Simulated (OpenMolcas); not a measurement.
An OpenMolcas run meant for Pb IV (ANO-RCC-VTZP, DKH2; inactive shells 1s 2s 2p 3s 3p 3d 4s 4p 4d 4f 5s 5p 5d; intended active space 1 electron in 4 orbitals (6s 6p)). One step of its input:

```
&RASSCF
FileOrb=start.orb
Symmetry=1
Spin=2
nActEl=1 0 0
Inactive=20 19
Ras2=1 3
CIRoot=3 3 1
SDav=3
CIMx=300
Iter=68 100
PrWF=0.3
OrbListing=Nothing
MaxOrb=0
Atom
CIOnly
>>> COPY $Project.JobIph JOB002
```

Lines from the output:

```
...
      Number of secondary orbitals              50
      Spin quantum number                      0.5
      State symmetry                             1
Orbital specifications:
      -----------------------

      Symmetry species                           1   2
                                                ag  au
      Frozen orbitals                            0   0
      Inactive orbitals                         20  19
      Active orbitals                            1   3
      RAS1 orbitals                              0   0
      RAS2 orbitals                              1   3
      RAS3 orbitals                              0   0
      Secondary orbitals                        30  20
      Deleted orbitals                           0   0
      Number of basis functions                 51  42
      Number of CSFs                             1
      Number of root(s) required                 3
 ************ ERROR ***********
  You can't ask for more roots
  than there are configurations
 ******************************
--- Stop Module: rasscf at  /rc=_RC_INPUT_ERROR_ ---
.####################.
.# User input error #.
.####################.
```

Task: What is wrong with the input?

Result: The state symmetry names the wrong parity for these configurations.
